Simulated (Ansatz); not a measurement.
One change: `O=CCCBr` becomes `O=CCBr`.

Ansatz, PBE0-D4/def2-TZVP geometries, multiplicity 1. Each molecule was computed in one conformer, which needn't be the lowest.

Scalar relativity is left out up to krypton. Spin–orbit coupling is left out; it splits and shifts lone-pair levels of the heavy atoms by tenths of an eV.

| property | `O=CCCBr` |
| --- | --- |
| HOMO energy (B3LYP/def2-TZVPP) / eV | -7.42 |
| HOMO energy (PBE/def2-TZVPP) / eV | -6.05 |
| size of the dipole moment (ωB97M-V/def2-TZVPP) / D | 3.44 |
| LUMO energy (B3LYP/def2-TZVPP) / eV | -1.28 |
| HOMO–LUMO gap (ωB97M-V/def2-TZVPP) / eV | 11.32 |
| size of the dipole moment (B3LYP/def2-TZVPP) / D | 3.43 |

Q: What does the change do to each property? (Best estimate.)

A: The calculation gave: 
```csv
property,`O=CCBr`,shift
HOMO energy (B3LYP/def2-TZVPP) / eV,-7.68,-0.26
HOMO energy (PBE/def2-TZVPP) / eV,-6.34,-0.29
size of the dipole moment (ωB97M-V/def2-TZVPP) / D,1.96,-1.48
LUMO energy (B3LYP/def2-TZVPP) / eV,-1.85,-0.57
HOMO–LUMO gap (ωB97M-V/def2-TZVPP) / eV,10.95,-0.37
size of the dipole moment (B3LYP/def2-TZVPP) / D,1.96,-1.47
```

With PBE0 the HOMO falls by 0.27 eV and the LUMO falls by 0.58 eV, so the gap narrows by about 0.31 eV. PBE moves the HOMO by -0.29 eV and ωB97M-V by -0.23 eV. Dipoles are sizes alone; their direction can turn.

B3LYP here is the variant with VWN-RPA as its local correlation; programs differ in this.
